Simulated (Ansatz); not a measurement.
Input file for C2H5AlO, SMILES `[CH3][Al]1[CH2][O]1`:

```yaml
crystal:
  periodic: [false, false, false]
  atoms:
    - {symbol: C, position_ang: [-0.670851, 1.320193, -1.081511]}
    - {symbol: Al, position_ang: [0.051345, -0.076663, 0.044160]}
    - {symbol: C, position_ang: [0.678725, -1.280205, 1.349332]}
    - {symbol: O, position_ang: [0.789341, -1.609532, -0.097895]}
    - {symbol: H, position_ang: [0.039713, 1.575000, -1.872095]}
    - {symbol: H, position_ang: [-0.900203, 2.225968, -0.517471]}
    - {symbol: H, position_ang: [-1.591178, 0.976783, -1.562074]}
    - {symbol: H, position_ang: [0.038540, -1.980490, 1.887682]}
    - {symbol: H, position_ang: [1.653168, -1.197355, 1.832773]}
basis:
  gaussian: {orbitals: def2-SVP}
correlation: {method: ccsd_t}
```

```sh
$ ansatz run in.yaml --threads 4 --pin off --events-out ev --progress --plain
```

Output of Ansatz, abridged:

```
Functional definition: HF
842 factors; integrals over basis functions are off by at most 1.3e-3 eV
mean field evaluation 1: about -10750.0047 eV, gradient 4.0e1 eV
mean field evaluation 2: about -10750.0115 eV, gradient 4.0e1 eV
mean field evaluation 4: about -10753.8034 eV, gradient 3.9e0 eV
mean field evaluation 8: about -10753.8560 eV, gradient 4.1e-4 eV
mean field -10753.85604062 eV, -395.1969202675 hartree, gradient 9.1e-7 eV, S^2 0.000000; 0 other end points of the search recorded, 0 dependent functions left out
8 core orbitals not correlated: weight in the atoms' cores, before any rotation towards them, 1.000 or more for the frozen orbitals, at most 0.000 for the correlated occupied ones
reference -10753.85604062 eV, -395.1969202675 hartree; 11, 11 occupied and 66, 66 virtual orbitals, 842 factors
second order -14.42730063 eV of doubles, -0.00000000 eV of singles
cycle   1  -14.86751127 eV  change   -4.4e-1 eV  update   1.0e-1
cycle   2  -15.26725523 eV  change   -4.0e-1 eV  update   3.3e-2
cycle   3  -15.39996399 eV  change   -1.3e-1 eV  update   2.2e-2
cycle   4  -15.39840794 eV  change    1.6e-3 eV  update   7.0e-3
cycle   5  -15.39588749 eV  change    2.5e-3 eV  update   3.5e-3
cycle   6  -15.39629770 eV  change   -4.1e-4 eV  update   1.2e-3
cycle   7  -15.39589200 eV  change    4.1e-4 eV  update   4.6e-4
cycle   8  -15.39584427 eV  change    4.8e-5 eV  update   1.5e-4
cycle   9  -15.39590447 eV  change   -6.0e-5 eV  update   5.8e-5
cycle  10  -15.39589314 eV  change    1.1e-5 eV  update   2.3e-5
perturbative correction -0.46689571 eV, -0.0171581007 hartree
Total energy: -10769.71882947 eV, -395.7798670053 hartree
```

Hardware: 4 threads of a server CPU on a shared host. Wall time 2.6 s, peak host memory 0.32 GiB.

Correlation energy per correlated electron: -0.721 eV. T1 diagnostic: 0.0170.
